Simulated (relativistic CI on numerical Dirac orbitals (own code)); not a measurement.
## Transition arrays of Ge⁹⁺

Method of calculation: Dirac-Coulomb-Breit CI, separate exchange-only KLI orbitals for each configuration, model QED, valence Slater integrals scaled by 0.9, whole transition arrays (own radial code, finite nucleus).

Configurations in the expansion (outside the closed core [Ne] 3s2): 3p6 3d5, 3p6 3d4 4f, 3p5 3d6, 3p6 3d4 4p, 3p6 3d4 5f. Levels of other configurations are missing.

All E1 lines from the levels of 3p6 3d5; mean and standard deviation are weighted by gf, and upper levels are sorted by their leading configuration.

| Upper configuration | Lines | Σgf | Mean (eV) | Mean (nm) | σ (eV) | Strongest line (nm) |
| --- | --- | --- | --- | --- | --- | --- |
| 3p6 3d4 4f | 5470 | 538.5 | 161.00 | 7.701 | 3.38 | 7.643 |
| 3p5 3d6 | 2956 | 245.9 | 100.72 | 12.310 | 7.09 | 12.241 |
| 3p6 3d4 4p | 3534 | 180.5 | 109.05 | 11.370 | 3.42 | 11.112 |
| 3p6 3d4 5f | 5470 | 323.4 | 191.85 | 6.462 | 3.67 | 6.411 |

Σgf per state of the lower configuration in bins of 0.2 nm over the central range (centre: value): 6.3: 0.37, 6.5: 0.73, 6.7: 0.17, 7.3: 0.04, 7.5: 0.46, 7.7: 1.15, 7.9: 0.37, 8.1: 0.10, 10.7: 0.06, 10.9: 0.07, 11.1: 0.16, 11.3: 0.25, 11.5: 0.18, 11.7: 0.13, 11.9: 0.15, 12.1: 0.10, 12.3: 0.16, 12.5: 0.05, 12.7: 0.07, 12.9: 0.10, 13.1: 0.05.

(1) How do configuration mixing and the scaling of the Slater integrals move the arrays?

## Answers

(1) Slater scale 0.9, no configuration mixing: 3p6 3d4 4f 160.9 ± 3.3 eV (Σgf 510.5), 3p5 3d6 104.7 ± 7.8 eV (Σgf 422.3), 3p6 3d4 4p 109.7 ± 3.1 eV (Σgf 78.2), 3p6 3d4 5f 191.8 ± 3.6 eV (Σgf 230.1); Slater scale 1: 3p6 3d4 4f 161.3 ± 3.8 eV (Σgf 547.0), 3p5 3d6 102.1 ± 8.1 eV (Σgf 259.3), 3p6 3d4 4p 109.8 ± 3.9 eV (Σgf 161.6), 3p6 3d4 5f 192.0 ± 4.1 eV (Σgf 330.4); Slater scale 0.8: 3p6 3d4 4f 160.7 ± 3.0 eV (Σgf 530.0), 3p5 3d6 100.5 ± 6.6 eV (Σgf 265.5), 3p6 3d4 4p 108.0 ± 2.8 eV (Σgf 166.1), 3p6 3d4 5f 191.7 ± 3.3 eV (Σgf 316.9). With mixing, levels are counted to their leading configuration, so an array can shrink or vanish into another, and the sums then hold other lines.
